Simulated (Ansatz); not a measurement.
`CC(C)[O][Al]([F])[Cl]`, charge 0, multiplicity 1.

Problem. Give a relaxed structure at PBE0-D4/def2-TZVP (Ansatz). (Estimate.)

Solution. Computed: 
Cartesian coordinates in Å:
```
C -0.6859 -0.9381 1.0420
C -0.6428 0.3769 0.2895
C 0.4796 1.2753 0.7693
O -0.5308 0.1470 -1.1011
Al 0.5793 -0.5725 -2.1125
F 1.9653 -1.2479 -1.5482
Cl 0.2212 -0.6288 -4.1511
H -0.8513 -0.7711 2.1089
H -1.4945 -1.5682 0.6659
H 0.2612 -1.4750 0.9267
H -1.5974 0.8974 0.4340
H 0.3553 1.5233 1.8260
H 0.4946 2.2066 0.1996
H 1.4462 0.7750 0.6511
```
Point group Cs.
This is one stationary point; other conformers may exist.
